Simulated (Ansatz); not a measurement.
Molecule: boron monoxide dimer, B$_{2}$O$_{2}$, net charge 0, singlet state. 
Coordinates optimised at B3LYP-D3(BJ)/def2-TZVP (Ansatz, a first-principles code):
```xyz
4

O      0.0000     0.0000    -2.0159
B      0.0000     0.0000    -0.8179
B      0.0000     0.0000     0.8179
O      0.0000     0.0000     2.0159
```

Property: vertical electron affinity (to the doublet state of charge -1; a negative value means that the extra electron is unbound and the number depends on the basis; each state is the SCF solution reached for its spin), in eV. Valence correlation only, unless marked. Open shells are spin-unrestricted. No spin-orbit coupling. Non-relativistic. Anions need diffuse functions: aug- sets have them; def2-D sets add few. 

| level | program | vertical electron affinity (eV) |
|---|---|---|
| SVWN5/def2-TZVPD | Ansatz | 0.39 |
| PBE/def2-TZVPD | Ansatz | 0.26 |
| r2SCAN/def2-TZVPD | Ansatz | 0.33 |
| B3LYP/def2-TZVPD | Ansatz | 0.31 |
| PBE0/def2-TZVPD | Ansatz | 0.33 |
| BHLYP/def2-TZVPD | Ansatz | 0.26 |
| CAM-B3LYP/def2-TZVPD | Ansatz | 0.32 |
| wB97M-V/def2-TZVPD | Ansatz | 0.13 |
| wB97X-V/def2-TZVPD | Ansatz | 0.18 |
| wB97X/def2-TZVPD | Ansatz | 0.20 |
| CCSD/aug-cc-pVDZ | Ansatz | -0.08 |
| CCSD/aug-cc-pVTZ | Ansatz | 0.06 |
| CCSD(T)/aug-cc-pVDZ | Ansatz | -0.11 |
| CCSD(T)/aug-cc-pVTZ | Ansatz | 0.04 |
